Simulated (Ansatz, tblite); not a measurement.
Forces on the cluster Sn5Cl4⁺ at its PBE-D4/def2-SVP geometry. Total charge 1; doublet.

In the def2 sets Sn takes a core potential; there is no spin–orbit coupling. The xTB rows come from tblite. Another isomer (doublet) lies 0.16 eV lower at PBE0-D4/def2-SVP; other spin states weren't run for this one.

GFN1-xTB (tblite), largest force 1.56 eV/Å:

```xyz
9
positions Å, forces eV/Å
Sn   -0.976    0.983    1.528   -0.201   -0.161   -0.644
Sn    2.111   -2.254   -0.499   -0.876    0.666    0.446
Sn   -0.869    0.672   -1.527    1.043    0.466    1.064
Sn   -1.586    3.580    0.510    0.487   -0.750   -0.631
Sn   -1.269   -1.919    1.642    1.106    0.411   -0.759
Cl   -0.448   -2.576   -0.966    0.313    0.674    0.818
Cl   -0.176    3.246   -1.661   -0.592   -0.552    0.579
Cl    1.819    0.232   -1.026   -0.716   -0.607   -0.075
Cl    1.394   -1.965    1.999   -0.564   -0.146   -0.798
```

GFN2-xTB (tblite), largest force 0.94 eV/Å:

```
Sn -0.205 0.034 -0.009
Sn -0.310 0.508 0.289
Sn 0.823 0.448 0.071
Sn 0.380 -0.061 -0.483
Sn 0.432 0.033 -0.031
Cl 0.254 0.205 0.324
Cl -0.653 -0.370 0.526
Cl -0.408 -0.568 -0.117
Cl -0.314 -0.227 -0.569
```

PBE-D4/def2-SVP (Ansatz), largest force 0.03 eV/Å:

```
Sn 0.000 0.010 -0.008
Sn 0.006 0.005 -0.016
Sn 0.015 0.022 0.002
Sn 0.004 -0.001 -0.017
Sn -0.021 -0.005 0.014
Cl -0.011 -0.004 -0.011
Cl -0.018 -0.021 0.017
Cl 0.006 -0.002 0.005
Cl 0.019 -0.005 0.014
```
